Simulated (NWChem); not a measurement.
System: Si2H4, singlet; SMILES [SiH][SiH3]

```xyz
6

Si     0.0281     1.0712    -0.0001
Si     0.0804    -1.3226    -0.0001
H     -0.7228     1.5462    -1.2110
H      1.3735     1.7262    -0.0029
H     -0.7159     1.5431     1.2164
H     -1.4538    -1.2958     0.0002
```
Atoms are numbered in this order, from 1.

Low-valent species are run as closed-shell singlets; no triplet was tried in these runs. Geometry: optimised at PBE0/def2-SVP.

Question: List the 4 lowest vertical singlet excitations from PBE/def2-SVPD, TDA (NWChem).

Answer: 
```tsv
state	energy (eV)	oscillator strength	leading excitation (squared amplitude)
S1	1.96	0.005	HOMO → LUMO (0.98)
S2	3.24	0.003	HOMO−1 → LUMO (0.97)
S3	4.36	0.007	HOMO−2 → LUMO (0.97)
S4	4.64	0.020	HOMO−3 → LUMO (0.94)
```
